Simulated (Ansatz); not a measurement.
## Strength of the Te–Si bond: C2H6SiTe → C2H3Te + SiH3

Species: C2H6SiTe `C=C[Te][SiH3]`, singlet; C2H3Te `C=C[Te]`, doublet; SiH3 (silyl radical) `[SiH3]`, doublet. 

Shapes, held fixed at every level: PBE0-D4/def2-TZVP. Flexible molecules stand in one conformer, not always the lowest. Programs: Ansatz 0.2.0. The zero-point and thermal change to 298 K, harmonic and unscaled (PBE0-D4/def2-TZVP), is -9.9 kJ/mol.

Question: Estimate ΔH(298 K) of this reaction.

Answer: B2PLYP/def2-TZVPP gives ΔH(298 K) = +256.0 kJ/mol; the levels span +252.5 to +268.1. The median of the levels is +257.0. No measured value is set beside it here. Spin contamination: C2H3Te (⟨S²⟩ up to 0.92). Open shells run unrestricted unless RO is named. For atoms past krypton def2 sets carry core potentials with scalar relativity. Correlated rows may include outer-core shells of Te, which these sets cover unevenly. Times are processor times on shared x86 and Arm servers, and rough.

```csv
level,kind,ΔH(298 K) (kJ/mol),CPU time (sum over the molecules)
PBE-D4/def2-TZVPP,GGA,+267.6,40 s
B3LYP-D4/def2-TZVPP,global hybrid,+257.0,61 s
BHLYP-D4/def2-TZVPP,global hybrid,+254.8,55 s
PBE0-D4/def2-TZVPP,global hybrid,+266.2,50 s
r2SCAN0-D4/def2-TZVPP,global hybrid,+252.5,86 s
wB97M-V/def2-TZVPP,range-separated hybrid,+268.1,3.5 min
B2PLYP/def2-TZVPP,double hybrid,+256.0,84 s
```
